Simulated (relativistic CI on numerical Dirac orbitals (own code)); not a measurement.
## One change at a time: La XIX

Base calculation: Dirac-Coulomb-Breit CI, orbitals from a KLI potential per configuration, a model potential for QED, unscaled Slater integrals.

Configurations in the expansion (outside the closed core [Ar] 3d10): 4s2 4p6 4d3, 4s2 4p5 4d4, 4s2 4p6 4d2 4f, 4s 4p6 4d4, 4s2 4p5 4d3 4f, 4s2 4p6 4d2 5s, 4s 4p6 4d3 4f, 4s2 4p6 4d2 5p, 4s2 4p6 4d 4f 5s, 4s2 4p6 4d2 5d, 4s2 4p6 4d 5s 5p, 4s2 4p5 4d3 5s, 4s2 4p6 4d2 5f, 4s2 4p5 4d3 5p, 4s2 4p6 4d2 6s, 4s2 4p6 4d2 5g, 4s2 4p6 4d2 6p, 4s2 4p6 4d2 6d, 4s2 4p6 4d2 6f, 4s2 4p6 4d2 7s, 4s2 4p6 4d 4f2, 4s2 4p6 4f3, 4s2 4p5 4d 4f3, 4s2 4p6 4f2 5s, 4s 4p6 4d 4f3, 4s2 4p6 4d 5s2, 4s2 4p6 4f 5s2, 4s2 4p5 4d 4f 5s2, 4s 4p6 4d 4f 5s2, 4s2 4p6 4d 5p2, 4s2 4p6 4f 5p2, 4s2 4p5 4d 4f 5p2, 4s2 4p6 5s 5p2, 4s 4p6 4d 4f 5p2. Double excitations out of closed p, d and f shells are left out; levels of such configurations are missing from the list, as are those of other unlisted configurations, and high levels can miss mixing partners. These lack a partner that the ground configuration has and come out too high: 4s2 4p6 4d2 5p, 4s2 4p6 4d2 5d, 4s2 4p5 4d3 5s, 4s2 4p6 4d2 5f, 4s2 4p5 4d3 5p.

Variants: (1) P86 correlation estimate; (2) Breit term removed; (3) configuration mixing switched off. Shifts of the energy above 4s2 4p6 4d3 4F_3/2, in cm⁻¹, for the lowest level and the first level of each name with at least 55 % of one term (blank where a level changes its place among those of its configuration and J or its character, or is not in the variant):

| Level | Base | Δ(1) | Δ(2) | Δ(3) |
| --- | --- | --- | --- | --- |
| 4s2 4p6 4d3 4F_3/2 | 0 | 0 | 0 | 0 |
| 4s2 4p6 4d3 4F_5/2 | 17357 | 0 | +705 | +24 |
| 4s2 4p6 4d3 4F_7/2 | 30378 | 0 | +1096 | +269 |
| 4s2 4p6 4d3 4P_1/2 | 43076 | +3 | +670 | +1992 |
| 4s2 4p6 4d3 2G_7/2 | 59634 | +2 | +1341 | +1184 |
| 4s2 4p6 4d3 2H_9/2 | 61982 | +1 | +1591 | +998 |
| 4s2 4p6 4d3 4P_5/2 | 63286 | +3 | +1242 | +2291 |
| 4s2 4p6 4d3 2P_1/2 | 78257 | +2 | +1444 | +855 |
| 4s2 4p6 4d3 2H_11/2 | 81872 | +3 | +1853 | +1679 |
| 4s2 4p6 4d3 2D_5/2 | 89064 | +4 | +1624 | +2873 |
| 4s2 4p6 4d3 2G_9/2 | 96842 | +2 | +2371 | +1293 |
| 4s2 4p6 4d3 2F_5/2 | 100408 | +6 | +1168 | +3707 |
| 4s2 4p6 4d3 2F_7/2 | 102803 | +6 | +1583 | +3820 |
| 4s2 4p6 4d3 2P_3/2 | 109087 | +2 | +2179 | +24 |
| 4s2 4p5 4d4 6D°_5/2 | 752685 | +1035 | +2522 | -26485 |
| 4s2 4p5 4d4 6D°_7/2 | 755462 | +1035 | +2914 | -26238 |
| 4s2 4p5 4d4 6D°_9/2 | 761441 | +1035 | +3205 | -25964 |
| 4s2 4p5 4d4 6D°_1/2 | 768749 | +1034 | +2533 | -26866 |
| 4s2 4p5 4d4 6F°_11/2 | 789700 | +1035 | +3216 | -24549 |
| 4s2 4p5 4d4 4D°_1/2 | 809850 | +1033 | +2861 | -26742 |
| 4s2 4p5 4d4 4H°_13/2 | 826131 | +1034 | +3489 | -23975 |
| 4s2 4p5 4d4 4I°_15/2 | 836383 | +1035 | +3769 | -23291 |

At this charge energies of transitions that change n are usually good to better than 1 %, and those within a shell (Δn = 0) to a few per cent. Terms inside the open d or f shell come out 10 to 20 % too wide with unscaled integrals.

Ionisation energy from the two ground configurations alone: base 497.841 eV; P86 correlation estimate 499.623 eV; Breit term removed 498.002 eV. The NIST ASD value (theoretical) is 498 eV.

LS names give the leading component of a level, which can be under half, so a name can repeat, a term be missing and a line seem to break the LS rules.
